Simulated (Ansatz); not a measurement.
Reaction (formal exchange of groups at the Sn–C bond): `F[SiH2][CH](F)[SnH3]` + `O[SiH2][SiH3]` → `O[SiH2][SiH2][SnH3]` + `FC[SiH2]F`

Calculated with Ansatz (gas phase, PBE0-D4/def2-TZVP geometries, no zero-point term in ΔE). CCSD(T)/CBS adds triple-zeta CCSD(T) − MP2 to the extrapolated MP2 energy (def2 sets, frozen cores). def2 core potentials past Kr. For Sn outer-core shells are correlated without core-valence functions, which leaves a few kJ/mol of doubt a bond. One conformer a species, not always the lowest.

```tsv
species	CCSD(T)/CBS(def2) energy (Eh)
`F[SiH2][CH](F)[SnH3]`	-744.36913
`O[SiH2][SiH3]`	-656.96789
`O[SiH2][SiH2][SnH3]`	-872.19303
`FC[SiH2]F`	-529.16787
```

Task: Work out ΔE.

Result: ΔE = (-872.19303) + (-529.16787) − (-744.36913) − (-656.96789) = -0.02388 Eh = -62.7 kJ/mol.

Largest T1 diagnostic among the species: 0.013.
